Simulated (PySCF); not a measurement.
PySCF job for Si(H)(Me)(OH)(OMe) (C₂H₈O₂Si), SMILES CO[SiH](C)O, TDDFT-PBE/def2-SVPD. The structure is a stationary point at PBE-D3(BJ)/def2-SVP. One conformer was computed; it need not be the lowest.

```python
import numpy as np
from pyscf import gto, scf, dft, tdscf

mol = gto.M(
    atom='''
    Si    0.25642273    0.34150007   -0.34018209
    C     1.97912892   -0.27117485   -0.68383355
    O     0.36271035    1.46960408    0.90409870
    O    -0.64330619   -1.00906671    0.09720257
    C    -2.02519125   -0.96428820    0.37613249
    H    -0.42474151    0.98625803   -1.52564830
    H     1.96580247   -1.07182910   -1.44941999
    H     2.62843380    0.55204934   -1.04203855
    H     2.42303922   -0.68521760    0.24376684
    H    -0.40143789    2.06263004    0.99819292
    H    -2.24692467   -0.39668784    1.31039847
    H    -2.40005154   -1.99966713    0.51530624
    H    -2.61289750   -0.50005749   -0.45221222
    ''',
    basis='def2-SVPD',
    charge=0,
    spin=0,
    max_memory=1600,
    verbose=4,
)
mf = dft.RKS(mol, xc='pbe').density_fit(auxbasis='def2-universal-jkfit')
mf.grids.level = 3
mf.conv_tol = 1e-9
mf.max_cycle = 100
mf.kernel()
mf.grids = dft.Grids(mol).set(level=1).build(with_non0tab=True)  # coarser grid for the response kernel
td = tdscf.TDDFT(mf)
td.singlet = True
td.nstates = 10
td.conv_tol = 1e-4
td.positive_eig_threshold = 1e-6
td.kernel(x0=td.get_init_guess(mf, 15))
td.analyze()
tt = tdscf.TDA(mf)
tt.singlet = False
tt.nstates = 4
tt.conv_tol = 1e-4
tt.positive_eig_threshold = 1e-6
tt.kernel(x0=tt.get_init_guess(mf, 9))
tt.analyze(verbose=3)
```

Log of the run:

```
PySCF version 2.14.0

[INPUT] verbose = 4
[INPUT] num. atoms = 13
[INPUT] num. electrons = 50
[INPUT] charge = 0
[INPUT] spin (= nelec alpha-beta = 2S) = 0
[INPUT] symmetry False subgroup None
[INPUT] Mole.unit = angstrom
[INPUT] Symbol           X                Y                Z      unit          X                Y                Z       unit  Magmom
[INPUT]  1 Si     0.256422730000   0.341500070000  -0.340182090000 AA    0.484568731813   0.645341603820  -0.642850982582 Bohr   0.0
[INPUT]  2 C      1.979128920000  -0.271174850000  -0.683833550000 AA    3.740011624006  -0.512446198370  -1.292258124289 Bohr   0.0
[INPUT]  3 O      0.362710350000   1.469604080000   0.904098700000 AA    0.685423224045   2.777149222743   1.708498932575 Bohr   0.0
[INPUT]  4 O     -0.643306190000  -1.009066710000   0.097202570000 AA   -1.215672513337  -1.906859723316   0.183686235904 Bohr   0.0
[INPUT]  5 C     -2.025191250000  -0.964288200000   0.376132490000 AA   -3.827056812366  -1.822240603150   0.710787392651 Bohr   0.0
[INPUT]  6 H     -0.424741510000   0.986258030000  -1.525648300000 AA   -0.802645127634   1.863757564853  -2.883057449408 Bohr   0.0
[INPUT]  7 H      1.965802470000  -1.071829100000  -1.449419990000 AA    3.714828283294  -2.025463451339  -2.739006820570 Bohr   0.0
[INPUT]  8 H      2.628433800000   0.552049340000  -1.042038550000 AA    4.967020018550   1.043222059847  -1.969167470739 Bohr   0.0
[INPUT]  9 H      2.423039220000  -0.685217600000   0.243766840000 AA    4.578880514880  -1.294873599732   0.460652565851 Bohr   0.0
[INPUT] 10 H     -0.401437890000   2.062630040000   0.998192920000 AA   -0.758607668123   3.897805871901   1.886311238280 Bohr   0.0
[INPUT] 11 H     -2.246924670000  -0.396687840000   1.310398470000 AA   -4.246072248829  -0.749631374545   2.476294222349 Bohr   0.0
[INPUT] 12 H     -2.400051540000  -1.999667130000   0.515306240000 AA   -4.535440095441  -3.778823215995   0.973787663879 Bohr   0.0
[INPUT] 13 H     -2.612897500000  -0.500057490000  -0.452212220000 AA   -4.937660666561  -0.944971702637  -0.854557245982 Bohr   0.0

nuclear repulsion = 250.47283277441
number of shells = 76
number of NR pGTOs = 248
number of NR cGTOs = 174
basis = def2-SVPD
ecp = {}


[settings echo left out]
init E= -520.469964868903
  HOMO = -0.344958208529239  LUMO = -0.04969883957475  gap/eV = 8.03442
cycle= 1 E= -520.151231802227  delta_E= 0.319  |g|= 1.06  |ddm|= 4.52
  HOMO = -0.0741511577813903  LUMO = 0.00321133793036177  gap/eV = 2.10514
cycle= 2 E= -519.126265954481  delta_E= 1.02  |g|= 2.43  |ddm|= 3.15
  HOMO = -0.250267881034819  LUMO = -0.0250981137536899  gap/eV = 6.12718
cycle= 3 E= -520.36860320161  delta_E= -1.24  |g|= 0.22  |ddm|= 2.56
  HOMO = -0.241955793804129  LUMO = -0.020488572080851  gap/eV = 6.02643
cycle= 4 E= -520.377479220176  delta_E= -0.00888  |g|= 0.125  |ddm|= 0.393
  HOMO = -0.242987887651146  LUMO = -0.0202866143019862  gap/eV = 6.06001
cycle= 5 E= -520.38130734342  delta_E= -0.00383  |g|= 0.0204  |ddm|= 0.13
  HOMO = -0.242002524813981  LUMO = -0.0207796206542863  gap/eV = 6.01978
cycle= 6 E= -520.381425559457  delta_E= -0.000118  |g|= 0.00879  |ddm|= 0.0432
  HOMO = -0.242790131674343  LUMO = -0.0207077023606437  gap/eV = 6.04317
cycle= 7 E= -520.381439763963  delta_E= -1.42e-05  |g|= 0.0031  |ddm|= 0.00964
  HOMO = -0.242663578673817  LUMO = -0.0207615640135685  gap/eV = 6.03826
cycle= 8 E= -520.381441627751  delta_E= -1.86e-06  |g|= 0.000745  |ddm|= 0.00345
  HOMO = -0.242705782125659  LUMO = -0.0207726069682761  gap/eV = 6.03911
cycle= 9 E= -520.381441741685  delta_E= -1.14e-07  |g|= 0.00022  |ddm|= 0.000961
  HOMO = -0.242723160081664  LUMO = -0.0207784013904799  gap/eV = 6.03942
cycle= 10 E= -520.381441754039  delta_E= -1.24e-08  |g|= 4.87e-05  |ddm|= 0.000296
  HOMO = -0.242721037039798  LUMO = -0.0207771815616655  gap/eV = 6.03940
cycle= 11 E= -520.381441754621  delta_E= -5.82e-10  |g|= 1.51e-05  |ddm|= 8.51e-05
  HOMO = -0.242721540817794  LUMO = -0.0207779184303019  gap/eV = 6.03939
Extra cycle  E= -520.38144175459  delta_E= 3.12e-11  |g|= 1.98e-05  |ddm|= 5.6e-05
converged SCF energy = -520.38144175459
tot grids = 46912
Overwritten attributes  positive_eig_threshold  of <class 'pyscf.tdscf.rks.CasidaTDDFT'>


******** <class 'pyscf.tdscf.rks.CasidaTDDFT'> for <class 'pyscf.df.df_jk.DFRKS'> ********
nstates = 10 singlet
deg_eia_thresh = 1.000e-03
wfnsym = None
conv_tol = 0.0001
eigh lindep = 1e-12
eigh level_shift = 0
eigh max_cycle = 100


Excitation energies (eV)
[6.09992868 6.51645563 6.89519774 7.04912433 7.23353249 7.34453928
 7.4285641  7.47395755 7.50946434 7.69355871]

** Singlet excitation energies and oscillator strengths **
Excited State   1:      6.09993 eV    203.26 nm  f=0.0113
      25 -> 26        0.70457
Excited State   2:      6.51646 eV    190.26 nm  f=0.0104
      24 -> 26        0.70351
Excited State   3:      6.89520 eV    179.81 nm  f=0.0078
      25 -> 27       -0.70470
Excited State   4:      7.04912 eV    175.89 nm  f=0.0196
      25 -> 28       -0.69752
Excited State   5:      7.23353 eV    171.40 nm  f=0.0008
      23 -> 26       -0.70294
Excited State   6:      7.34454 eV    168.81 nm  f=0.0262
      24 -> 27        0.69843
Excited State   7:      7.42856 eV    166.90 nm  f=0.0125
      22 -> 26        0.69223
Excited State   8:      7.47396 eV    165.89 nm  f=0.0012
      24 -> 28       -0.62060
      25 -> 29       -0.32331
Excited State   9:      7.50946 eV    165.10 nm  f=0.0284
      22 -> 26        0.10202
      24 -> 28        0.29817
      25 -> 29       -0.60490
      25 -> 30        0.14234
Excited State  10:      7.69356 eV    161.15 nm  f=0.0352
      25 -> 29        0.10982
      25 -> 30        0.68520

** Transition electric dipole moments (AU) **
state          X           Y           Z        Dip. S.      Osc.
  1         0.1508      0.2176     -0.0749      0.0757      0.0113
  2         0.2089     -0.0119     -0.1453      0.0649      0.0104
  3        -0.2121     -0.0213     -0.0295      0.0463      0.0078
  4         0.2827      0.1423      0.1152      0.1134      0.0196
  5         0.0444      0.0290     -0.0420      0.0046      0.0008
  6        -0.3632      0.1115      0.0327      0.1454      0.0262
  7        -0.1200     -0.1563      0.1724      0.0685      0.0125
  8        -0.0722     -0.0330     -0.0129      0.0065      0.0012
  9        -0.0526      0.0161      0.3890      0.1543      0.0284
 10        -0.1934      0.2834     -0.2629      0.1868      0.0352

** Transition velocity dipole moments (imaginary part, AU) **
state          X           Y           Z        Dip. S.      Osc.
  1         0.0320      0.0484     -0.0188      0.0037      0.0111
  2         0.0521     -0.0037     -0.0319      0.0037      0.0104
  3        -0.0525     -0.0038     -0.0083      0.0028      0.0075
  4         0.0734      0.0362      0.0372      0.0081      0.0208
  5         0.0125      0.0067     -0.0118      0.0003      0.0009
  6        -0.0993      0.0302      0.0093      0.0109      0.0268
  7        -0.0319     -0.0411      0.0479      0.0050      0.0122
  8        -0.0222     -0.0056      0.0002      0.0005      0.0013
  9        -0.0129      0.0051      0.1069      0.0116      0.0281
 10        -0.0551      0.0765     -0.0744      0.0144      0.0340

** Transition magnetic dipole moments (imaginary part, AU) **
state          X           Y           Z
  1        -0.3331      0.0709     -0.1320
  2         0.3644      0.2837     -0.2959
  3        -0.3062      0.0003     -0.0795
  4        -0.3073     -0.4394      0.0025
  5         0.2704      0.7692     -0.1231
  6         0.0927     -0.2712      0.1212
  7        -0.4008      0.2933     -0.4483
  8         0.4750     -0.0750      0.0414
  9        -0.0733     -0.2607     -0.2203
 10         0.2246     -0.0776      0.1552
Overwritten attributes  positive_eig_threshold  of <class 'pyscf.tdscf.rks.TDA'>


******** <class 'pyscf.tdscf.rks.TDA'> for <class 'pyscf.df.df_jk.DFRKS'> ********
nstates = 4 triplet
deg_eia_thresh = 1.000e-03
wfnsym = None
conv_tol = 0.0001
eigh lindep = 1e-12
eigh level_shift = 0
eigh max_cycle = 100


Excitation energies (eV)
[5.96103144 6.3539936  6.82449565 6.85913467]

** Triplet excitation energies and oscillator strengths **
Excited State   1:      5.96103 eV    207.99 nm  f=0.0000
Excited State   2:      6.35399 eV    195.13 nm  f=0.0000
Excited State   3:      6.82450 eV    181.68 nm  f=0.0000
Excited State   4:      6.85913 eV    180.76 nm  f=0.0000
```

Self-consistency was reached.
